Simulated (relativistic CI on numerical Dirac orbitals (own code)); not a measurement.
## Level scheme of Co19+

Computed by Dirac-Coulomb-Breit CI, separate exchange-only KLI orbitals for each configuration, model QED, unscaled Slater integrals (own radial code, finite nucleus).

Configuration list (outside the closed core 1s2): 2s2.2p4, 2s.2p5, 2p6, 2p5.3s, 2p5.3p, 2p5.3d, 2s2.2p3.3s, 2s2.2p3.3p, 2s2.2p3.3d, 2s.2p4.3s, 2s.2p4.3p, 2s.2p4.3d, 2s2.2p3.4s, 2s2.2p3.4p, 2s2.2p3.4d, 2s2.2p3.4f. Levels of other configurations are missing.

The lowest level is 2s2.2p4 3P_2, with 89 % of that term; Hund's rules for 2s2.2p4 give 3P with J = 2, in agreement.

```tsv
No.	Configuration	Term	J	E (10³ cm⁻¹)	%	Next component (%)	Lifetime (s)
1	2s2.2p4	3P	2	0.0	89	11 1D	
2	2s2.2p4	3P	0	83.9	77	23 1S	1.33e+00
3	2s2.2p4	3P	1	107.1	100		4.04e-05
4	2s2.2p4	1D	2	191.3	89	11 3P	3.59e-05
5	2s2.2p4	1S	0	363.0	75	23 3P	4.75e-06
6	2s.2p5	3P°	2	987.6	100		1.93e-11
7	2s.2p5	3P°	1	1059.9	96	4 1P°	1.58e-11
8	2s.2p5	3P°	0	1114.6	100		1.61e-11
9	2s.2p5	1P°	1	1365.1	96	4 3P°	5.55e-12
10	2p6	1S	0	2296.0	98	2 2s2.2p4 1S	5.65e-12
11	2p3(4S°).3s	5S°	2	7279.3	87	10 3P°	5.45e-12
12	2p3(4S°).3s	3S°	1	7333.5	78	9 1P°	2.43e-13
13	2p3(2D°).3s	3D°	2	7446.3	59	19 3P°	6.19e-13
14	2p3(2D°).3s	3D°	1	7450.4	72	15 3S°	4.85e-13
15	2p3(2D°).3s	3D°	3	7486.7	99	1 2s.2p4.3p 3D°	6.64e-13
16	2p3(2D°).3s	1D°	2	7507.9	72	25 3D°	3.22e-13
17	2p3(4S°).3p	5P	1	7528.5	80	9 3P	1.30e-10
18	2p3(4S°).3p	5P	2	7532.5	72	18 3P	1.78e-10
19	2p3(4S°).3p	5P	3	7557.5	86	11 3D	1.61e-10
20	2p3(2P°).3s	3P°	0	7572.4	98	1 2p5.3s 3P°	7.38e-13
21	2p3(2P°).3s	3P°	1	7581.0	73	24 1P°	5.09e-13
22	2p3(4S°).3p	3P	1	7586.6	67	12 1P	8.36e-11
23	2p3(4S°).3p	3P	2	7613.8	66	18 5P	1.07e-10
24	2p3(4S°).3p	3P	0	7626.2	98	1 1S	9.10e-11
25	2p3(2P°).3s	3P°	2	7653.8	66	14 1D°	5.60e-13
26	2p3(2P°).3s	1P°	1	7670.1	58	20 3D°	3.36e-13
27	2p3(2D°).3p	3D	1	7671.9	38	29 1P	5.29e-11
28	2p3(2D°).3p	3F	2	7695.7	47	34 3D	1.58e-10
29	2p3(2D°).3p	3D	2	7717.0	57	22 3F	5.98e-11
30	2p3(2D°).3p	3F	3	7721.1	67	22 3D	1.36e-10
31	2p3(2D°).3p	3D	3	7736.1	59	38 1F	5.10e-11
32	2p3(2D°).3p	1P	1	7736.9	44	44 3D	4.41e-11
33	2p3(2D°).3p	1F	3	7761.5	44	38 3D	1.21e-10
34	2p3(2D°).3p	3F	4	7766.9	100		1.56e-10
35	2p3(2D°).3p	3P	0	7777.4	93	6 1S	9.94e-12
36	2p3(2D°).3p	3P	1	7807.1	61	18 1P	9.60e-12
37	2p3(2D°).3p	3P	2	7821.3	86	7 1D	4.90e-12
38	2p3(2P°).3p	3D	1	7828.4	65	26 1P	2.07e-11
39	2p3(2D°).3p	1D	2	7856.5	58	31 3P	1.81e-11
40	2p3(4S°).3d	5D°	3	7859.4	81	10 3D°	1.17e-11
41	2p3(4S°).3d	5D°	2	7860.0	83	9 3D°	2.27e-12
42	2p3(4S°).3d	5D°	0	7860.9	88	10 3P°	4.36e-12
43	2p3(4S°).3d	5D°	1	7861.3	88	7 3P°	1.70e-12
44	2p3(4S°).3d	5D°	4	7863.7	87	11 3F°	1.98e-10
45	2p3(2P°).3p	3S	1	7864.5	39	32 3P	1.53e-11
46	2p3(2P°).3p	3D	2	7865.7	77	9 3F	2.68e-11
47	2p3(4S°).3d	3D°	2	7908.3	66	13 1D°	2.65e-13
48	2p3(2P°).3p	3P	0	7908.9	77	19 1S	8.03e-12
49	2p3(2D°).3p	3P	1	7921.6	48	21 3S	6.55e-12
50	2p3(2P°).3p	3D	3	7925.1	67	14 3F	3.39e-11
51	2p3(4S°).3d	3D°	1	7941.6	91	4 3P°	1.33e-13
52	2p3(4S°).3d	3D°	3	7942.2	75	9 5D°	1.31e-13
53	2p3(2P°).3p	3P	1	7949.3	48	28 1P	1.77e-11
54	2p3(2P°).3p	3P	2	7957.9	44	39 1D	4.02e-11
55	2p3(2D°).3p	1D	2	7980.4	69	19 3P	2.56e-11
56	2p3(2D°).3d	3F°	2	8014.0	70	20 3D°	4.62e-13
57	2p3(2D°).3d	3F°	3	8026.2	82	9 3D°	2.50e-13
58	2p3(2D°).3d	1S°	0	8026.9	74	19 3P°	3.75e-11
59	2p3(2D°).3d	3G°	3	8031.0	66	19 3D°	2.22e-12
60	2p3(2D°).3d	3G°	4	8032.3	49	22 1G°	1.88e-10
61	2p3(2D°).3d	3D°	1	8033.6	57	29 1P°	1.35e-13
62	2p3(2D°).3d	3F°	4	8061.0	98	2 1G°	1.86e-10
63	2p3(2D°).3d	3G°	5	8074.4	100		1.87e-10
64	2p3(2D°).3d	1G°	4	8075.2	62	35 3G°	1.62e-10
65	2p3(2D°).3d	3P°	2	8079.7	43	40 3D°	5.90e-14
66	2p3(2D°).3d	1P°	1	8086.0	31	30 3P°	1.20e-13
67	2p3(2P°).3p	1S	0	8091.3	72	24 3P	3.65e-12
68	2s.2p4(3P)<4P>.3s	5P	3	8100.2	95	3 3D	1.56e-11
69	2p3(2D°).3d	3D°	3	8104.1	86	6 3F°	4.14e-14
70	2p3(2D°).3d	3P°	0	8106.0	80	17 1S°	1.21e-13
```

Energies count from the lowest computed level; ° marks odd parity; lifetimes are radiative, by E1, M1, E2, M2 decay to levels of this space only. Percentages are summed over parent terms; the parents shown are those of the largest component, closed shells are left out there, and <> holds an intermediate term.

The mean weight of the leading LS term, summed over parents, in these 70 levels is 74 %, and that of the leading jj configuration (from the same eigenvectors) 69 %.

At this charge energies of transitions that change n are usually good to better than 1 %, and those within a shell (Δn = 0) to a few per cent.

LS names give the leading component of a level, which can be under half, so a name can repeat, a term be missing and a line seem to break the LS rules.
